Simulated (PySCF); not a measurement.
SiFCl, SMILES F[Si]Cl (connectivity only; charge and spin as stated), neutral, multiplicity 1. Geometry optimised at PBE0-D3(BJ)/def2-TZVP.

TDDFT-LC-ωPBE/def2-TZVPD (PySCF) puts the lowest singlet excitations at 4.50, 6.29, 6.84, 7.22, 7.74, 8.22 eV.

**Question.** What are the lowest excitation roots from ADC(2)/aug-cc-pVDZ (PySCF)? (Estimate from the structure and the level; the computed values follow.)

**Answer.** 4.64, 6.13, 6.63, 7.15, 7.45, 7.78 eV. S1 differs by 0.13 eV (second minus first; roots are paired by order, and the bases may differ).
